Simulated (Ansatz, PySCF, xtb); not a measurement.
Barrier from R1 to the saddle point P1, each structure at its B3LYP-D3(BJ)/def2-TZVP stationary point, reached from a drawn start; harmonic modes at that level show the others as minima.
R1, NH3 (SMILES N) (charge 0, multiplicity 1):
```xyz
4

N      0.00000    -0.00002     0.27907
H      0.00000     0.94280    -0.09306
H      0.81651    -0.47144    -0.09305
H     -0.81651    -0.47144    -0.09305
```
P1, H3N, a first-order saddle point (one imaginary mode, 800i cm⁻¹) (charge 0, multiplicity 1):
```json
[
 {"atom": "N", "x (Å)": "0.0000", "y (Å)": "0.0000", "z (Å)": "0.0000"},
 {"atom": "H", "x (Å)": "0.9974", "y (Å)": "0.0000", "z (Å)": "0.0000"},
 {"atom": "H", "x (Å)": "-0.4987", "y (Å)": "0.8638", "z (Å)": "0.0000"},
 {"atom": "H", "x (Å)": "-0.4987", "y (Å)": "-0.8638", "z (Å)": "0.0000"}
]
```

P less R. No zero-point or thermal terms. No path was followed down from the saddle.

Frozen-core correlation throughout. CBS(a, b) extrapolates the correlation energy as X⁻³ and adds the Hartree–Fock energy of set b.

Run with Ansatz (an electronic-structure program); PySCF for the D3/D4 terms; xtb for the GFN methods. All values are computed, each at the level named.

The comparison value is 241.7 meV (CCSD(T)/CBS(cc-pVTZ, cc-pVQZ)). It is a level with limits of its own, not the exact answer.

**Question.** Order these levels by how close they come to the comparison value for the barrier height, closest first: revPBE-D3(BJ)/def2-TZVPP, GFN2-xTB, HF/cc-pVTZ, B3LYP/def2-TZVPP, BHLYP-D3(BJ)/def2-TZVPP. Give each level's value less the comparison value.

**Answer.** revPBE-D3(BJ)/def2-TZVPP (-1.2 meV), HF/cc-pVTZ (-11.1 meV), GFN2-xTB (24.6 meV), B3LYP/def2-TZVPP (-34.7 meV), BHLYP-D3(BJ)/def2-TZVPP (-43.3 meV)
